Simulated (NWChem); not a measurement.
# SiH₃SeCl; SMILES [SiH3][Se]Cl

```xyz
6

Se     0.7781     0.0409     0.0000
Cl    -0.7393     1.6369     0.0000
Si    -0.7663    -1.6539     0.0000
H      0.0676    -2.8932     0.0000
H     -1.6136    -1.5852    -1.2233
H     -1.6136    -1.5852     1.2233
```
Atoms are numbered in this order, from 1.

Program: NWChem. Pople sets run with spherical d functions. Coordinates come from a PBE0/def2-SVP optimisation. Total energies compare along this basis series because the functional is fixed.

| level | basis functions | energy (Ha) | highest occupied level (eV) | orbital gap (eV) | dipole (D) |
|---|---|---|---|---|---|
| TPSS/STO-3G | 39 | -3118.0069 | -3.37 | 3.18 | 2.79 |
| TPSS/3-21G | 54 | -3137.8427 | -5.99 | 2.51 | 2.48 |
| TPSS/6-31G* | 74 | -3152.7066 | (withheld) | 2.52 | (withheld) |
| TPSS/6-311G** | 114 | -3153.0273 | -6.02 | 2.52 | 2.05 |

Q: What belongs in the gaps?

A: 
- TPSS/6-31G*, highest occupied level (eV): -5.93
- TPSS/6-31G*, dipole (D): 2.00
